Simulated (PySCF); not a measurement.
A PySCF script (with the pyscf-properties extension) for the NMR shieldings of SMILES [SiH2]([SiH2][SiH2]OC[SiH3])[SiH3], CH₁₄OSi₅, on a GFN2-xTB geometry:

```python
import basis_set_exchange as bse
import numpy as np
from pyscf import gto, dft
from pyscf.prop import nmr

atoms = """
Si   -2.645054    0.068646    1.223883
C    -1.845356   -1.094237   -0.053628
O    -0.782327   -0.370707   -0.633387
Si   -0.050141   -0.639637   -2.063500
Si    1.419118    1.112656   -1.891193
Si    1.658280    1.828111    0.312144
Si    2.016075    0.091148    1.800806
H    -1.630488    0.475180    2.194546
H    -3.149171    1.240773    0.508078
H    -3.745286   -0.646059    1.876173
H    -2.549417   -1.406055   -0.830762
H    -1.445375   -2.009535    0.394496
H     0.502300   -2.005014   -2.100820
H    -1.064172   -0.659999   -3.132293
H     1.041115    2.201485   -2.809393
H     2.718517    0.688086   -2.444329
H     2.738764    2.824996    0.453654
H     0.467187    2.594850    0.722508
H     2.415865    0.509223    3.149003
H     3.083559   -0.801486    1.332124
H     0.837086   -0.757455    1.991417
"""
names = dict.fromkeys(["Si", "C", "O", "H"], "pcSseg-1")
basis = {el: gto.basis.parse(bse.get_basis(n, elements=[el], fmt="nwchem")) for el, n in names.items()}
mol = gto.M(atom=atoms, basis=basis, charge=0, verbose=0)
mf = dft.RKS(mol, xc="PBE0")
mf.grids.level = 2
mf.grids.alignment = dft.numint.BLKSIZE   # the property module wants whole blocks of grid points
mf.conv_tol = 1e-9
mf.kernel()

calc = nmr.RKS(mf)   # GIAO
C = mf.mo_coeff
Co = C[:, mf.mo_occ > 0]
resp = mf.gen_response(singlet=True, hermi=2)
def vind(x):   # induced exchange potential for any number of trial vectors
    d = np.einsum("pi,xij,qj->xpq", C, 2 * x.reshape(-1, C.shape[1], Co.shape[1]), Co, optimize=True)
    return np.einsum("xpq,pi,qj->xij", resp(d - d.transpose(0, 2, 1)), C, Co, optimize=True).ravel()
mo1, _ = nmr.rhf.solve_mo1(calc, with_cphf=vind)
sigma = calc.kernel(mo1)
for i, s in enumerate(sigma):   # ppm
    print("%2d %-2s %9.2f" % (i, mol.atom_pure_symbol(i), np.trace(s) / 3))
```

Question: What does it print?

Answer: 
```
 0 Si    421.64
 1 C     129.92
 2 O     339.97
 3 Si    364.29
 4 Si    471.50
 5 Si    472.92
 6 Si    463.01
 7 H      27.70
 8 H      27.82
 9 H      27.88
10 H      28.18
11 H      27.75
12 H      26.49
13 H      26.40
14 H      28.07
15 H      28.40
16 H      28.11
17 H      28.16
18 H      28.09
19 H      28.20
20 H      28.14
```

These numbers come from an equivalent density-fitted implementation of the same equations, which agrees with the script to about 0.01 ppm for H and up to a few tenths of a ppm for heavy atoms, so last digits may differ.

Question: Turn these shieldings into chemical shifts. Chemical shifts δ = σref − σ; $^{29}$Si (σ = 349.16 ppm) and $^{13}$C (σ = 186.93 ppm) and $^{1}$H (σ = 31.72 ppm) against TMS; H2O for $^{17}$O (σ = 336.08 ppm), all at this level.

Answer: Averaging equivalent atoms: Si 3: -15.1; Si 0: -72.5; Si 6: -113.9; Si 4: -122.3; Si 5: -123.8; C 1: 57.0; O 2: -3.9; H 12/13: 5.27; H 7/8/9: 3.92; H 10/11: 3.75; H 16/17: 3.58; H 18/19/20: 3.57; H 14/15: 3.48 ppm. Experimental scales use liquid or dissolved standards, which lie at an offset from isolated H2O (liquid H2O: subtract about 36 ppm).

Size and cost of the density-fitted run: 224 basis functions, 2.2 min wall time on 1 thread of an Intel Xeon, shared host; peak memory 0.95 GiB.
